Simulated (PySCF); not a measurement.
# Broadened absorption spectrum of C2H7F2NSi

Compound: C₂H₇F₂NSi.
Z-matrix (Å and degrees, GFN2-xTB geometry), rows numbered from 1:
```
C 
C   1  1.5280
Si  2  1.8842  1  113.41
N   3  1.7044  2  113.09  1    53.11
F   3  1.6017  2  113.05  1   -66.87
F   3  1.6134  2  109.63  1  -177.85
H   1  1.0881  2  110.65  3   178.93
H   1  1.0868  2  110.66  3   -60.79
H   1  1.0867  2  110.50  3    58.84
H   2  1.0912  1  109.05  3   123.08
H   2  1.0918  1  108.89  3  -121.59
H   4  1.0067  3  119.65  2  -164.81
H   4  1.0046  3  121.30  2    48.82
```

Theory: PySCF, TDDFT wB97X-D/def2-SVPD, vertical, gas phase, core orbitals frozen in the response.

Computed states:

```
state  E (eV)       f
   S1    7.40   0.056
   S2    8.70   0.022
   S3    8.74   0.020
   S4    9.06  0.0052
   S5    9.39   0.041
   S6    9.48  0.0060
   S7    9.57   0.078
   S8    9.71  0.0043
```

Each state is given a Gaussian of 0.4 eV full width at half maximum, with ε(max) = 2.175×10⁸ f / Δν̃ (Δν̃ the width in cm⁻¹). The width is an assumption, not a result. The curve ends short of the highest state used, and states not computed would add to its high-energy end.

Task: Give the broadened spectrum and its maxima.

Result: 
```csv
E (eV),ε (L mol⁻¹ cm⁻¹)
6.80,7
6.86,23
6.91,56
6.96,126
7.02,298
7.07,554
7.12,944
7.18,1596
7.23,2248
7.28,2904
7.34,3521
7.39,3759
7.45,3626
7.50,3199
7.55,2588
7.61,1790
7.66,1197
7.71,734
7.77,364
7.82,184
7.87,86
7.93,31
7.98,12
8.04,4
8.09,4
8.14,9
8.20,28
8.25,65
8.30,138
8.36,307
8.41,543
8.46,883
8.52,1414
8.57,1907
8.62,2364
8.68,2741
8.73,2836
8.79,2666
8.84,2344
8.89,1951
8.95,1518
9.00,1281
9.05,1216
9.11,1416
```

Maxima: 167 nm (7.40 eV), ε about 3800, made up of S1 (100%); 142 nm (8.73 eV), ε about 2800, made up of S2 (50%) and S3 (48%) (ε in L mol⁻¹ cm⁻¹; maxima over ε = 5, shares over 10%). At its high-energy end, 9.11 eV, the curve is still rising (ε about 1400, from S4 and S5).

Task: What would ε be at 7.40 eV, the highest of these maxima, with half the width (0.2 eV)?

Result: About 7530 L mol⁻¹ cm⁻¹ against 3770, a factor of about 2.00; a lone state at its own centre would give exactly 2.

Task: Does any computed singlet lie in the visible range?

Result: No computed singlet lies in the visible range (380 to 750 nm); the lowest, at 167 nm, stands 4.14 eV above its violet end (3.26 eV).

Task: Coming from long wavelengths, where does ε first pass 100 L mol⁻¹ cm⁻¹?

Result: At about 179 nm (6.95 eV), 0.46 eV below S1.

On Arm Neoverse V2, one thread (shared host), this took 30 s wall and 0.75 GiB of memory at its peak.

One conformer stands for the species.
